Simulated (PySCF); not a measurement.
C3HF3. Atoms are numbered in the order given.

```xyz
7

C      0.0000     0.0000    -2.3375
C      0.0000     0.0000    -1.1304
C      0.0000     0.0000     0.3391
F      1.0829     0.6252     0.8217
F      0.0000    -1.2504     0.8217
F     -1.0829     0.6252     0.8217
H      0.0000     0.0000    -3.4126
```

Geometry optimised at B3LYP-D3(BJ)/def2-SVP.

Level of theory: KT2/pcSseg-1 (PySCF).

GIAO shieldings, no solvent; atoms alike by connectivity are averaged. δ = σ(ref) − σ: ¹³C against TMS (σ = 185.1 ppm); ¹⁹F against CFCl3 (σ = 127.1 ppm); ¹H against TMS (σ = 31.47 ppm), references at their B3LYP-D3(BJ)/def2-TZVP geometries, non-relativistic.

| nucleus | atoms | count | δ (ppm) |
|---|---|---|---|
| ¹³C | C3 | 1 | 122.4 |
| ¹³C | C1 | 1 | 73.7 |
| ¹³C | C2 | 1 | 69.4 |
| ¹⁹F | F4, F5, F6 | 3 | -89.3 |
| ¹H | H7 | 1 | 2.92 |
